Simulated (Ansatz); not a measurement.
**From C to Ge: the dipole moment**

One atom is swapped for its congeners: Se(CH3)(GeH3); Se(GeH3)(SiH3); Se(GeH3)2. All are singlets with charge 0.

Shapes, held fixed at every level: PBE0-D4/def2-TZVP. Programs: Ansatz 0.2.0. Values in D.

| level | Se(CH3)(GeH3) | Se(GeH3)(SiH3) | Se(GeH3)2 |
| --- | --- | --- | --- |
| PBE-D4/def2-TZVPP | 1.29 | 0.96 | 1.03 |
| r2SCAN-D4/def2-TZVPP | 1.40 | 1.06 | 1.14 |
| B3LYP-D4/def2-TZVPP | 1.32 | 1.01 | 1.08 |
| wB97M-V/def2-TZVPP | 1.34 | 1.09 | 1.17 |

At wB97M-V/def2-TZVPP the dipole moment isn't monotonic: it is largest for C and smallest for Si (1.34 and 1.09 D). Every level shows the same order. Relativity is left out for Ge, Se unless named.
